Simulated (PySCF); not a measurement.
## Identify the compound

The spectra below were simulated for a compound C$_{7}$H$_{15}$OP.

$^{1}$H NMR (600 MHz, computed): δ 2.04 (m, 1H), 1.87 (m, 1H), 1.81 (m, 1H), 1.63 (m, 1H), 1.58 (m, 1H), 1.36 (m, 1H), 1.29 (m, 3H), 1.11 (m, 1H), 1.06 (m, 1H), 1.03 (m, 3H), 0.79 (m, 1H).

$^{13}$C{$^{1}$H} NMR (computed): δ 43.9 (CH2), 39.1 (CH2), 35.1 (CH2), 34.8 (CH), 27.4 (CH3), 27.1 (CH2), 15.9 (CH3).

Level of theory: NMR shieldings at PBE0/pcSseg-1/GIAO, coordinates at the GFN2-xTB level, in PySCF 2.14.0 with density-fitted response routines (a single conformation, relativity neglected, averaged over atoms made equivalent by symmetry, fast rotation or ring inversion, no solvent model).

δ = σ(ref) − σ, references computed at the same level: $^{1}$H and $^{13}$C against TMS.

Propose a structure and justify it.

## Answers


7 carbon signals for 7 carbons: no two carbons are equivalent. Carbon types of the structure: 1 × CH, 4 × CH2, 2 × CH3, which accounts for all hydrogens. δC 39.1, 27.1: sp3 CH2 in a ring; saturated and bonded to C and H only. δC 34.8: sp3 CH in a ring; saturated and bonded to C and H only. δC 27.4: methyl carbon; aliphatic region, no heteroatom directly attached. δC 15.9: methyl carbon bonded to P. δH 1.29: hydrogen on a methyl carbon bonded to P. δH 1.06: hydrogen on an sp3 CH in a ring. δH 1.03: hydrogen on a methyl carbon; far from electronegative atoms and π systems.

The compound is `C[C@@H]1CCC[P@](C)(=O)C1`.

The data come from this structure; uniqueness wasn't tested.

Splittings by $^{31}$P in the carbon and heteronuclear signals aren't shown, as no couplings were computed. Shifts are as computed. Against solution values, carbons near 30 ppm lie about +3 ppm off and those near 130 ppm about +5 ppm. Of 1211 compounds with measured shifts, 218 miss one by over three times the rms of a fit or turn the order of signals round; such compounds aren't used in these exercises. Multiplicities follow the n + 1 count of equivalent neighbours, as no J values were calculated; m marks all less simple cases, F and P coupling included.
